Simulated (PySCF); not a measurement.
Si(H)2(Cl)(NH2) (ClH4NSi), SMILES N[SiH2]Cl. Coordinates come from a ωB97X-D3(BJ)/def2-TZVP optimisation. Other conformers were not sampled.

TDA-CAM-B3LYP/def2-SVPD run with PySCF puts the lowest singlet excitations at 6.94, 7.91, 8.09, 8.22, 8.45, 8.52 eV.

Question: What are the lowest excitation roots from PySCF 2.14.0 with ADC(2)/aug-cc-pVDZ? (The exact figures need the calculation; the answer reports its results.)

Answer: 6.33, 7.50, 7.70, 7.83, 7.97, 8.14 eV. S1 differs by -0.61 eV (second minus first; roots are paired by order, and the bases may differ).
